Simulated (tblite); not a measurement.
C₉H₈ (charge +1 and doublet state).
Geometry (GFN2-xTB, Å), atoms numbered from 1 in this order:
```
atom  x, y, z in Å
C1    -0.5605    3.2998    0.2406
C2    -0.4800    2.1086    0.4053
C3    -0.4113    0.6808    0.5813
C4     0.8481    0.1375    0.2001
C5     1.9214   -0.3279   -0.1560
C6     3.0940   -0.8602   -0.5314
C7     4.1534   -1.3500   -0.8734
C8    -1.6317   -0.0427   -0.1034
C9    -1.6649   -1.5275    0.1670
H10   -0.6364    4.3422    0.1118
H11   -0.5508    0.4684    1.6571
H12    5.0723   -1.7723   -1.1700
H13   -1.5347    0.1479   -1.1754
H14   -2.5403    0.4407    0.2566
H15   -2.5081   -1.9628   -0.3714
H16   -0.7569   -2.0215   -0.1715
H17   -1.8207   -1.7491    1.2217
```

All values are computed: GFN2-xTB (tblite) harmonic vibrations without scaling, gas phase. The method is semi-empirical: single wavenumbers can be off by several per cent or more. One conformer, not necessarily the lowest. Open shells enter through the occupations alone, without spin polarisation, and single modes of such species can be off by tens of per cent.

Harmonic wavenumbers (cm⁻¹): 56.8, 78.2, 89.1, 132.2, 168.1, 185.7, 229.3, 284.3, 312.9, 393.2, 402.8, 417.7, 464.8, 484.1, 638.8, 646.2, 651.5, 653.7, 693.0, 791.9, 862.0, 943.7, 1007.4, 1021.6, 1084.5, 1092.6, 1123.2, 1212.5, 1247.9, 1310.3, 1386.7, 1406.1, 1443.9, 1460.1, 2121.8, 2179.7, 2253.3, 2793.0, 2970.7, 2997.7, 3011.4, 3028.3, 3048.9, 3341.9, 3353.1.

A = 2234, B = 906.4, C = 664.6 MHz; mass 116.063 u (most abundant isotopes); point group C1, symmetry number 1; spin multiplicity 2.

Problem. Zero-point energy?

Solution. Half the sum of the wavenumbers: 27738 cm⁻¹ = 331.82 kJ/mol.

Problem. What is S at 500 K and 1 bar for an ideal gas of classical rigid rotors and harmonic oscillators?

Solution. Translation 178.89, rotation 131.38, vibration 218.44, spin (R ln 2) 5.76: S = 534.5 J/(mol K).

Problem. And Cp and H(500 K) − H(0)?

Solution. Cp = 230.77 J/(mol K), of which vibrations give 197.51 (their classical limit is 45 R = 374.2); H(500 K) − H(0) = 71.81 kJ/mol without the zero-point energy, 55.18 from vibrations.

Problem. Blend soft modes into free rotors: weight 1/[1 + (100 cm⁻¹/ν̃)⁴] for the oscillator and the rest for a rotor with moment μB/(μ + B), μ = h/(8π²ν), B = 10⁻⁴⁴ kg m². What vibrational entropy results?

Solution. 203.62 J/(mol K) in place of 218.44, which changes −T·S at 500 K by +7.41 kJ/mol.

Problem. How do the functions run with temperature in this model?

Solution. 
| T (K) | S (J/(mol K)) | Cp (J/(mol K)) | H − H(0) (kJ/mol) | G − H(0) (kJ/mol) | ln q(vib) |
| --- | --- | --- | --- | --- | --- |
| 50 | 251.8 | 56.7 | 2.09 | -10.50 | 0.45 |
| 100 | 299.7 | 83.7 | 5.63 | -24.34 | 1.70 |
| 298.15 | 431.4 | 168.9 | 31.05 | -97.59 | 7.42 |
| 373.15 | 472.2 | 194.9 | 44.71 | -131.49 | 9.54 |
| 750 | 638.1 | 280.2 | 136.13 | -342.45 | 19.28 |
| 1000 | 723.6 | 313.4 | 210.58 | -512.97 | 24.91 |

q(vib) and H(0) count from the zero-point level.

Hindered rotation and anharmonicity are outside this model. Other conformers, if any are populated, would add a mixing term that is left out. The structure is chiral; the term R ln 2 for an equal mix with its mirror image is left out.

Hardware: one thread of an Arm Neoverse V2 (shared host). Cost: 0.5 s. This covers the Hessian and the dipole derivatives.
